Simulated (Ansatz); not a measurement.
Basis-set series for `[F][In-]([F])([F])[OH+][SiH3]`. Charge 0, multiplicity 1. In takes the def2 core potential. Geometry: relaxed with PBE0-D4/def2-TZVP. It is one conformer, not always the lowest.

| functional | basis | functions | energy (Eh) | HOMO (eV) | LUMO (eV) |
| --- | --- | --- | --- | --- | --- |
| PBE0-D4 | def2-SVP | 120 | -856.02793 | -9.96 | -1.94 |
| PBE0-D4 | def2-QZVPP | 500 | -856.65615 | -10.13 | -2.26 |
| ωB97M-V | def2-SVP | 120 | -856.33707 | -12.27 | 0.10 |
| ωB97M-V | def2-QZVPP | 500 | -856.97439 | -12.45 | -0.47 |

Task: Give the rows for def2-TZVPP. (Estimate.)

Result: Computed: 
```json
{"functional": "PBE0-D4", "basis": "def2-TZVPP", "functions": "272", "energy (Eh)": "-856.62138", "HOMO (eV)": "-10.11", "LUMO (eV)": "-2.20"}
{"functional": "ωB97M-V", "basis": "def2-TZVPP", "functions": "272", "energy (Eh)": "-856.94193", "HOMO (eV)": "-12.44", "LUMO (eV)": "-0.28"}
```
